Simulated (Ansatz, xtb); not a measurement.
## Relative energy of two isomers of C4H6SSe

We compare X, `S=C1CCC[Se]1`, a singlet, with Y, `S=C1CC[Se]C1`, a singlet. Both are isolated molecules in the gas phase, relaxed with B3LYP/def2-SVP; the shapes shown needn't be the lowest conformers.

X (Å):

```xyz
12

C    -0.4569   -0.7016   -0.2374
C    -0.6116    0.4018   -1.2717
C     0.7648    0.8535   -1.7692
C     1.6977    0.9921   -0.5625
S    -1.5718   -1.8274    0.1425
Se    1.2577   -0.5554    0.5965
H    -1.1334    1.2412   -0.7735
H    -1.2722    0.0550   -2.0800
H     1.1709    0.0966   -2.4604
H     0.7008    1.8045   -2.3239
H     2.7627    0.9519   -0.8297
H     1.5092    1.9139    0.0083
```

Y (Å):

```xyz
12

C    -0.3082   -0.0927   -0.3632
C    -0.3492    0.7713   -1.6046
C     1.0333    0.7610   -2.2585
C     0.9211    0.1785    0.4727
S    -1.4356   -1.1960    0.0426
Se    2.3462    0.8208   -0.7615
H    -0.5943    1.8013   -1.2808
H    -1.1435    0.4360   -2.2868
H     1.2041    1.6296   -2.9083
H     1.1974   -0.1586   -2.8378
H     1.2383   -0.7169    1.0214
H     0.7042    0.9769    1.2017
```

Quicker runs give these differences E(Y) − E(X): GFN2-xTB +0.250 eV; HF/STO-3G +0.402 eV (at GFN2-xTB geometries); r2SCAN-D4/def2-SVP +0.442 eV (at GFN2-xTB geometries).

Q: Estimate E(Y) − E(X) at the level CCSD(T)/def2-SVP + ΔMP2/def2-TZVPP.

A: Calculated at CCSD(T)/def2-SVP + ΔMP2/def2-TZVPP: E(Y) − E(X) = +0.303 eV, so structure X lies lower.

The same difference at several levels:

```csv
level,geometry,E(Y) − E(X) (eV),departure from the last row (eV),"job, with rough time for the two"
GFN2-xTB,GFN2-xTB,+0.250,−0.053,"optimisation, 0.2 s"
HF/STO-3G,GFN2-xTB,+0.402,+0.099,"single point, 0.52 s"
r2SCAN-D4/def2-SVP,GFN2-xTB,+0.442,+0.139,"single point, 4.3 s"
B3LYP/def2-SVP,B3LYP/def2-SVP,+0.362,+0.059,"optimisation, 60 s"
HF/def2-SVP,B3LYP/def2-SVP,+0.209,−0.094,part of the CCSD(T) run
MP2/def2-SVP,B3LYP/def2-SVP,+0.332,+0.029,part of the CCSD(T) run
CCSD(T)/def2-SVP,B3LYP/def2-SVP,+0.289,−0.014,single point
CCSD(T)/def2-SVP + ΔMP2/def2-TZVPP,B3LYP/def2-SVP,+0.303,,"single point, 71 s"
```

As drawn, both hold the same kinds of bond in the same numbers.

The levels shown agree on the order. The largest departure from CCSD(T)/def2-SVP + ΔMP2/def2-TZVPP is that of r2SCAN-D4/def2-SVP, 0.139 eV. The last row adds to CCSD(T) the change of the MP2 difference between the two basis sets, here +0.014 eV.

With thermal terms from frequencies at re-optimised GFN2-xTB minima (ideal gas, soft modes damped towards free rotors, one conformer each, 298.15 K, 1 atm): the zero-point term adds −0.042 eV; ΔH is +0.267 and ΔG +0.250 eV.

The correlated steps freeze 18 core orbitals; the filled d shell of Se is correlated, in a basis made for valence electrons. Run with Ansatz 0.2.0, xtb 6.7.1; the last row on 4 threads of Arm Neoverse V1 on a shared host.
